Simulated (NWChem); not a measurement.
System: C2H4O3Si; SMILES O[Si](C#C)(O)O

The following NWChem deck was run.

```
start job
memory heap 200 mb stack 900 mb global 1100 mb
geometry units angstroms noautosym nocenter noautoz
  C      0.000000     0.000000    -2.625922
  C      0.000000     0.000000    -1.411174
  Si     0.000000     0.000000     0.420052
  O     -1.485888    -0.430385     0.983294
  O      0.370220     1.502009     0.983294
  O      1.115668    -1.071624     0.983294
  H      0.000000     0.000000    -3.693912
  H     -1.820475    -1.290120     0.692480
  H     -0.207039     2.221637     0.692480
  H      2.027514    -0.931517     0.692480
end
basis spherical
  * library 6-31g*
end
dft
  xc b3lyp
  iterations 150
end
property
  shielding 6 1 2 3 4 7 8
end
task dft property
```

Output (shortened):

```
             Northwest Computational Chemistry Package (NWChem) 7.3.0
             --------------------------------------------------------

                             Geometry "geometry" -> ""
                             -------------------------

 Output coordinates in angstroms (scale by  1.889725989 to convert to a.u.)

  No.       Tag          Charge          X              Y              Z
 ---- ---------------- ---------- -------------- -------------- --------------
    1 C                    6.0000     0.00000000     0.00000000    -2.62592200
    2 C                    6.0000     0.00000000     0.00000000    -1.41117400
    3 Si                  14.0000     0.00000000     0.00000000     0.42005200
    4 O                    8.0000    -1.48588800    -0.43038500     0.98329400
    5 O                    8.0000     0.37022000     1.50200900     0.98329400
    6 O                    8.0000     1.11566800    -1.07162400     0.98329400
    7 H                    1.0000     0.00000000     0.00000000    -3.69391200
    8 H                    1.0000    -1.82047500    -1.29012000     0.69248000
    9 H                    1.0000    -0.20703900     2.22163700     0.69248000
   10 H                    1.0000     2.02751400    -0.93151700     0.69248000

 Effective nuclear repulsion energy (a.u.)     292.4473754673

                              NWChem Property Module
                              ----------------------

  itol2e modified to match energy
  convergence criterion.

                                 NWChem DFT Module
                                 -----------------

 Summary of "ao basis" -> "ao basis" (spherical)
 ------------------------------------------------------------------------------
       Tag                 Description            Shells   Functions and Types
 ---------------- ------------------------------  ------  ---------------------
 C                           6-31g*                  6       14   3s2p1d
 Si                          6-31g*                  8       18   4s3p1d
 O                           6-31g*                  6       14   3s2p1d
 H                           6-31g*                  2        2   2s

  itol2e modified to match energy
  convergence criterion.

            General Information
            -------------------
          SCF calculation type: DFT
          Wavefunction type:  closed shell.
          No. of atoms     :    10
          No. of electrons :    54
           Alpha electrons :    27
            Beta electrons :    27
          Charge           :     0
          Spin multiplicity:     1
          Use of symmetry is: off; symmetry adaption is: off
          Maximum number of iterations: 150
          AO basis - number of functions:    96
                     number of shells:    46
          Convergence on energy requested:  1.00D-07
          Convergence on density requested:  1.00D-05
          Convergence on gradient requested:  5.00D-04

              XC Information
              --------------
                         B3LYP Method XC Potential
                     Hartree-Fock (Exact) Exchange  0.200
                        Slater Exchange Functional  0.800 local
                    Becke 1988 Exchange Functional  0.720 non-local
              Lee-Yang-Parr Correlation Functional  0.810
                  VWN I RPA Correlation Functional  0.190 local

             Grid Information
             ----------------
          Grid used for XC integration:  fine
          Radial quadrature: Mura-Knowles
          Angular quadrature: Lebedev.
          Tag              B.-S. Rad. Rad. Pts. Rad. Cut. Ang. Pts.
          ---              ---------- --------- --------- ---------
          C                   0.70       70          11.0       590
          Si                  1.10      123          11.0       770
          O                   0.60       70          12.0       590
          H                   0.35       60          12.0       590
          Grid pruning is: on
          Number of quadrature shells:   713
          Spatial weights used:  Erf1

      Superposition of Atomic Density Guess
      -------------------------------------

 Sum of atomic energies:        -590.39380267

      Non-variational initial energy
      ------------------------------

 Total energy =    -592.632441
 1-e energy   =   -1394.009746
 2-e energy   =     508.929930
 HOMO         =      -0.352164
 LUMO         =       0.025612

   convergence    iter        energy       DeltaE   RMS-Dens  Diis-err
 ---------------- ----- ----------------- --------- --------- ---------
 d= 0,ls=0.0,diis     1   -593.7145160708 -8.86D+02  1.52D-02  1.19D+00
 d= 0,ls=0.0,diis     2   -593.6673837594  4.71D-02  8.38D-03  1.81D+00
 d= 0,ls=0.0,diis     3   -593.8362887973 -1.69D-01  1.83D-03  6.09D-02
 d= 0,ls=0.0,diis     4   -593.8404601230 -4.17D-03  9.35D-04  1.59D-02
 d= 0,ls=0.0,diis     5   -593.8422026335 -1.74D-03  2.93D-04  2.69D-03
  Resetting Diis
 d= 0,ls=0.0,diis     6   -593.8425415708 -3.39D-04  5.81D-05  4.14D-05
 d= 0,ls=0.0,diis     7   -593.8425474589 -5.89D-06  1.61D-05  9.58D-07
 d= 0,ls=0.0,diis     8   -593.8425474594 -4.96D-10  8.19D-06  9.56D-07

         Total DFT energy =     -593.842547459356
      One electron energy =    -1399.364684577158
           Coulomb energy =      572.264382495795
    Exchange-Corr. energy =      -59.189620845331
 Nuclear repulsion energy =      292.447375467338

 Numeric. integr. density =       54.000000360121

                       DFT Final Molecular Orbital Analysis
                       ------------------------------------

 Vector   25  Occ=2.000000D+00  E=-3.261437D-01
              MO Center= -1.1D-05, -1.3D-05,  7.5D-01, r^2= 3.2D+00
   Bfn.  Coefficient  Atom+Function         Bfn.  Coefficient  Atom+Function
  ----- ------------  ---------------      ----- ------------  ---------------
    51      0.286972   4 O  pz               65      0.286966   5 O  pz
    79      0.286970   6 O  pz               20      0.261496   2 C  s
    55      0.205773   4 O  pz               69      0.205769   5 O  pz
    83      0.205771   6 O  pz               63     -0.189268   5 O  px
    19      0.175723   2 C  pz               50     -0.171237   4 O  py

 Vector   26  Occ=2.000000D+00  E=-2.859742D-01
              MO Center=  8.4D-02, -4.4D-04, -1.7D+00, r^2= 2.5D+00
   Bfn.  Coefficient  Atom+Function         Bfn.  Coefficient  Atom+Function
  ----- ------------  ---------------      ----- ------------  ---------------
     4      0.381059   1 C  py               18      0.369029   2 C  py
     8      0.244981   1 C  py               22      0.204872   2 C  py
    79     -0.170912   6 O  pz               65      0.149028   5 O  pz
    83     -0.130340   6 O  pz                3     -0.117878   1 C  px
    17     -0.114803   2 C  px               69      0.111413   5 O  pz

 Vector   27  Occ=2.000000D+00  E=-2.859742D-01
              MO Center= -8.4D-02,  4.4D-04, -1.7D+00, r^2= 2.5D+00
   Bfn.  Coefficient  Atom+Function         Bfn.  Coefficient  Atom+Function
  ----- ------------  ---------------      ----- ------------  ---------------
     3      0.381059   1 C  px               17      0.369028   2 C  px
     7      0.244981   1 C  px               21      0.204872   2 C  px
    51     -0.184718   4 O  pz               55     -0.139577   4 O  pz
     4      0.117878   1 C  py               18      0.114803   2 C  py
    65      0.111311   5 O  pz               69      0.086179   5 O  pz

 Vector   28  Occ=0.000000D+00  E= 7.015571D-03
              MO Center= -2.2D-02, -2.6D-02, -1.4D+00, r^2= 3.5D+00
   Bfn.  Coefficient  Atom+Function         Bfn.  Coefficient  Atom+Function
  ----- ------------  ---------------      ----- ------------  ---------------
     7      0.431468   1 C  px               21     -0.354408   2 C  px
     8      0.350123   1 C  py                3      0.301063   1 C  px
    22     -0.285081   2 C  py               39     -0.277339   3 Si px
    52     -0.258637   4 O  s                 4      0.246232   1 C  py
    66      0.236547   5 O  s                40     -0.234040   3 Si py

 Vector   29  Occ=0.000000D+00  E= 7.015653D-03
              MO Center=  2.2D-02,  2.6D-02, -1.4D+00, r^2= 3.5D+00
   Bfn.  Coefficient  Atom+Function         Bfn.  Coefficient  Atom+Function
  ----- ------------  ---------------      ----- ------------  ---------------
     8      0.431468   1 C  py               22     -0.354409   2 C  py
     7     -0.350123   1 C  px                4      0.301063   1 C  py
    21      0.285082   2 C  px               80     -0.285894   6 O  s
    40     -0.277335   3 Si py                3     -0.246232   1 C  px
    39      0.234038   3 Si px               18     -0.226364   2 C  py

 Vector   30  Occ=0.000000D+00  E= 4.165422D-02
              MO Center=  1.2D-06, -1.5D-06,  6.2D-01, r^2= 6.0D+00
   Bfn.  Coefficient  Atom+Function         Bfn.  Coefficient  Atom+Function
  ----- ------------  ---------------      ----- ------------  ---------------
    38      1.000397   3 Si s                52     -0.606504   4 O  s
    66     -0.606503   5 O  s                80     -0.606504   6 O  s
    92      0.548979   8 H  s                94      0.548977   9 H  s
    96      0.548977  10 H  s                23     -0.446692   2 C  pz
     9     -0.300152   1 C  pz                6     -0.258323   1 C  s

     Multipole analysis of the density
     ---------------------------------

     L   x y z        total         alpha         beta         nuclear
     -   - - -        -----         -----         ----         -------
     0   0 0 0     -0.000000    -27.000000    -27.000000     54.000000

     1   1 0 0      0.000000      0.000000      0.000000     -0.000000
     1   0 1 0      0.000000      0.000000      0.000000     -0.000000
     1   0 0 1     -1.052231     -3.966112     -3.966112      6.879993

[...]

          -----------------------------------------
          Chemical Shielding Tensors (GIAO, in ppm)
          -----------------------------------------

                                NWChem CPHF Module
                                ------------------

  scftype          =     RHF
  nclosed          =       27
  nopen            =        0
  variables        =     1863
  # of vectors     =        3
  tolerance        = 0.10D-03
  level shift      = 0.00D+00
  max iterations   =       50
  max subspace     =       30

 SCF residual:    3.2153486225203599E-004

Iterative solution of linear equations
  No. of variables     1863
  No. of equations        3
  Maximum subspace       30
        Iterations       50
       Convergence  1.0D-04

   iter   nsub   residual    time
   ----  ------  --------  ---------
     1      3    2.19D-01      49.8
     2      6    1.36D-02      54.1
     3      9    1.20D-03      58.8
     4     12    1.23D-04      65.2
     5     15    4.59D-06      71.7

      Atom:    1  C
        Diamagnetic
    262.5425      0.0000      0.0000
      0.0000    262.5425     -0.0000
      0.0000     -0.0000    282.1914

        Paramagnetic
   -228.4263     -0.0000     -0.0000
     -0.0000   -228.4263      0.0000
     -0.0000      0.0000    -27.1264

        Total Shielding Tensor
     34.1162     -0.0000     -0.0000
     -0.0000     34.1162     -0.0000
     -0.0000     -0.0000    255.0649

           isotropic =     107.7658
          anisotropy =     220.9487

          Principal Components and Axis System
                 1           2           3
              255.0649     34.1163     34.1162

      1        -0.0000      0.8108      0.5853
      2        -0.0000     -0.5853      0.8108
      3         1.0000      0.0000      0.0000

      Atom:    2  C
        Diamagnetic
    238.5294     -0.0000      0.0000
     -0.0000    238.5294      0.0000
      0.0000      0.0000    288.6578

        Paramagnetic
   -208.8389      0.0000     -0.0000
      0.0000   -208.8389     -0.0000
     -0.0000     -0.0000      3.2453

        Total Shielding Tensor
     29.6905      0.0000     -0.0000
      0.0000     29.6905     -0.0000
     -0.0000     -0.0000    291.9031

           isotropic =     117.0947
          anisotropy =     262.2126

          Principal Components and Axis System
                 1           2           3
              291.9031     29.6905     29.6905

      1        -0.0000      0.7306     -0.6828
      2        -0.0000      0.6828      0.7306
      3         1.0000      0.0000      0.0000

      Atom:    3  Si
        Diamagnetic
    887.3204     -0.0000      0.0000
     -0.0000    887.3204     -0.0000
      0.0000     -0.0000    882.6979

        Paramagnetic
   -398.7825     -0.0000     -0.0000
     -0.0000   -398.7826     -0.0000
     -0.0000     -0.0000   -449.6943

        Total Shielding Tensor
    488.5379     -0.0000     -0.0000
     -0.0000    488.5378     -0.0000
     -0.0000     -0.0000    433.0036

           isotropic =     470.0264
          anisotropy =      27.7672

          Principal Components and Axis System
                 1           2           3
              488.5379    488.5378    433.0036

      1         0.9630      0.2696      0.0000
      2        -0.2696      0.9630      0.0000
      3         0.0000     -0.0000      1.0000

      Atom:    4  O
        Diamagnetic
    403.2071     13.2075     -7.4116
     13.2075    392.5814      1.5511
     -7.4116      1.5511    381.4563

        Paramagnetic
   -114.2042      8.1136    -14.9762
      8.1136   -125.7271    -17.3558
    -14.9762    -17.3558   -115.5209

        Total Shielding Tensor
    289.0029     21.3211    -22.3877
     21.3211    266.8544    -15.8047
    -22.3877    -15.8047    265.9355

           isotropic =     273.9309
          anisotropy =      64.1472

          Principal Components and Axis System
                 1           2           3
              316.6957    254.6825    250.4146

      1         0.7448     -0.6529      0.1378
      2         0.4691      0.6592      0.5877
      3        -0.4746     -0.3731      0.7972

      Atom:    5  H
        Diamagnetic
     23.7440      0.0000      0.0000
      0.0000     23.7440     -0.0000
      0.0000     -0.0000     41.8063

        Paramagnetic
      2.2198      0.0000     -0.0000
      0.0000      2.2198      0.0000
     -0.0000      0.0000     -2.3411

        Total Shielding Tensor
     25.9638      0.0000     -0.0000
      0.0000     25.9638      0.0000
     -0.0000      0.0000     39.4652

           isotropic =      30.4643
          anisotropy =      13.5014

          Principal Components and Axis System
                 1           2           3
               39.4652     25.9638     25.9638

      1        -0.0000      0.8524     -0.5228
      2         0.0000      0.5228      0.8524
      3         1.0000      0.0000     -0.0000

      Atom:    6  H
        Diamagnetic
     27.4629     12.1634      1.0206
     12.1634     38.2975      5.0347
      1.0206      5.0347     19.7891

        Paramagnetic
      3.0819     -4.1430     -0.6539
     -4.1430     -2.3902     -2.6603
     -0.6539     -2.6603      4.6171

        Total Shielding Tensor
     30.5448      8.0204      0.3667
      8.0204     35.9073      2.3744
      0.3667      2.3744     24.4062

           isotropic =      30.2861
          anisotropy =      17.4886

          Principal Components and Axis System
                 1           2           3
               41.9452     25.5825     23.3307

      1         0.5737      0.6947      0.4338
      2         0.8100     -0.4026     -0.4265
      3         0.1216     -0.5961      0.7937
```

Level: B3LYP/6-31G* (spherical d), GIAO. Coordinates come from a B3LYP/6-31G* (spherical d) optimisation. The output numbers the shielded atoms by their place in the input's list. The printed shielding anisotropy is the first printed principal value minus the mean of the other two.
